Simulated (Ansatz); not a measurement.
Born–Oppenheimer molecular dynamics of CH4BClFN (9 atoms, charge 0, multiplicity 1). It starts at the highest image of a converged band. Of that band: Neighbouring images differ by up to 1.9 eV, so the band resolves the path poorly. A vibrational analysis at the climbing image gives one clearly imaginary mode, 1375i cm⁻¹: a first-order saddle point.

Level of theory: Ansatz 0.2.0, RKS CAM-B3LYP-D4/def2-SVP.

```json
{"ensemble": "NVE (velocity Verlet)", "time step": "0.5 fs", "steps asked": "200", "starting velocities drawn for": "100 K", "seed": "5440"}
```

First frame:

```xyz
9
Properties=species:S:1:pos:R:3
C -0.723 -0.227 -0.399
N 0.167 -0.300 1.016
B 0.889 0.141 -0.206
F 1.775 -0.716 -0.763
Cl 1.299 1.907 -0.325
H -1.407 0.607 -0.550
H -0.751 -1.154 -0.974
H -0.982 -0.809 0.639
H -0.177 0.505 1.544
```

Question: How far do the bonds stretch over the last three quarters of this one trajectory? (Pairs bonded in most of those frames.)

Answer: 
```json
{"bond": "C1–N2", "mean (Å)": "1.514", "spread (Å)": "0.059", "shortest": "1.42", "longest": "1.59"}
{"bond": "C1–H6", "mean (Å)": "1.117", "spread (Å)": "0.027", "shortest": "1.06", "longest": "1.17"}
{"bond": "C1–H7", "mean (Å)": "1.108", "spread (Å)": "0.019", "shortest": "1.07", "longest": "1.15"}
{"bond": "C1–H8", "mean (Å)": "1.125", "spread (Å)": "0.046", "shortest": "1.04", "longest": "1.20"}
{"bond": "N2–B3", "mean (Å)": "1.460", "spread (Å)": "0.078", "shortest": "1.31", "longest": "1.59"}
{"bond": "N2–H9", "mean (Å)": "1.025", "spread (Å)": "0.026", "shortest": "0.97", "longest": "1.07"}
{"bond": "B3–F4", "mean (Å)": "1.334", "spread (Å)": "0.037", "shortest": "1.25", "longest": "1.40"}
{"bond": "B3–Cl5", "mean (Å)": "1.799", "spread (Å)": "0.068", "shortest": "1.68", "longest": "1.93"}
```

Mean temperature of the second half: 2103 K. The conserved energy stayed within 0.32 meV per atom of its start (net change -0.22 meV per atom), so the integration is sound. The kinetic energy rose, since the run started high on the potential surface and went downhill. A run of 0.1 ps of so small a system gives no equilibrium averages. The orbitals stay closed-shell, which can raise the energy where a bond breaks towards radicals; this wasn't checked here.

The run took 5.2 min on 2 threads of Intel(R) Xeon(R) 6975P-C (Granite Rapids), with other jobs on the host, peak memory 0.24 GiB.
